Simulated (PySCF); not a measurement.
Mo(NH)2(Cl)(NH2) (ClH4MoN3), SMILES [NH]=[Mo](=[NH])([NH2])[Cl], multiplicity 1.

Geometry: PBE-D3(BJ)/def2-SVP. The spin state was assumed, not searched. The structure was generated by enumeration; whether it is a known compound was not checked. The def2 effective core potentials stand for the cores of Mo; spin–orbit coupling is left out. Other conformers were not sampled.

These are PBE-D3(BJ)/def2-SVP in PySCF values and carry that method's errors.

Frequencies are harmonic and unscaled.

```json
[
 {"mode": "1", "ν (cm⁻¹)": "148", "IR (km/mol)": "1.0", "moving atoms (share of kinetic energy)": "N 45 %, Cl 27 %, Mo 15 %, H 14 %"},
 {"mode": "2", "ν (cm⁻¹)": "173", "IR (km/mol)": "4.7", "moving atoms (share of kinetic energy)": "N 46 %, Cl 25 %, H 15 %, Mo 14 %"},
 {"mode": "3", "ν (cm⁻¹)": "216", "IR (km/mol)": "21.2", "moving atoms (share of kinetic energy)": "N 51 %, H 28 %, Cl 13 %, Mo 8 %"},
 {"mode": "4", "ν (cm⁻¹)": "230", "IR (km/mol)": "0.4", "moving atoms (share of kinetic energy)": "N 67 %, H 24 %, Mo 9 %"},
 {"mode": "5", "ν (cm⁻¹)": "269", "IR (km/mol)": "11.1", "moving atoms (share of kinetic energy)": "N 65 %, H 26 %"},
 {"mode": "6", "ν (cm⁻¹)": "319", "IR (km/mol)": "162.4", "moving atoms (share of kinetic energy)": "H 83 %, N 17 %"},
 {"mode": "7", "ν (cm⁻¹)": "384", "IR (km/mol)": "9.2", "moving atoms (share of kinetic energy)": "Cl 63 %, Mo 28 %"},
 {"mode": "8", "ν (cm⁻¹)": "404", "IR (km/mol)": "79.2", "moving atoms (share of kinetic energy)": "H 95 %"},
 {"mode": "9", "ν (cm⁻¹)": "474", "IR (km/mol)": "122.7", "moving atoms (share of kinetic energy)": "H 78 %, N 21 %"},
 {"mode": "10", "ν (cm⁻¹)": "573", "IR (km/mol)": "124.5", "moving atoms (share of kinetic energy)": "H 61 %, N 37 %"},
 {"mode": "11", "ν (cm⁻¹)": "592", "IR (km/mol)": "0.7", "moving atoms (share of kinetic energy)": "H 86 %, N 14 %"},
 {"mode": "12", "ν (cm⁻¹)": "689", "IR (km/mol)": "6.2", "moving atoms (share of kinetic energy)": "H 79 %, N 20 %"},
 {"mode": "13", "ν (cm⁻¹)": "698", "IR (km/mol)": "96.0", "moving atoms (share of kinetic energy)": "H 64 %, N 32 %"},
 {"mode": "14", "ν (cm⁻¹)": "713", "IR (km/mol)": "118.9", "moving atoms (share of kinetic energy)": "N 59 %, H 25 %, Mo 16 %"},
 {"mode": "15", "ν (cm⁻¹)": "962", "IR (km/mol)": "111.2", "moving atoms (share of kinetic energy)": "N 73 %, Mo 19 %"},
 {"mode": "16", "ν (cm⁻¹)": "982", "IR (km/mol)": "42.8", "moving atoms (share of kinetic energy)": "N 82 %, Mo 11 %"},
 {"mode": "17", "ν (cm⁻¹)": "1455", "IR (km/mol)": "21.3", "moving atoms (share of kinetic energy)": "H 89 %, N 11 %"},
 {"mode": "18", "ν (cm⁻¹)": "3471", "IR (km/mol)": "100.4", "moving atoms (share of kinetic energy)": "H 96 %"},
 {"mode": "19", "ν (cm⁻¹)": "3506", "IR (km/mol)": "102.1", "moving atoms (share of kinetic energy)": "H 93 %"},
 {"mode": "20", "ν (cm⁻¹)": "3509", "IR (km/mol)": "135.1", "moving atoms (share of kinetic energy)": "H 92 %"},
 {"mode": "21", "ν (cm⁻¹)": "3575", "IR (km/mol)": "40.6", "moving atoms (share of kinetic energy)": "H 91 %, N 9 %"}
]
```
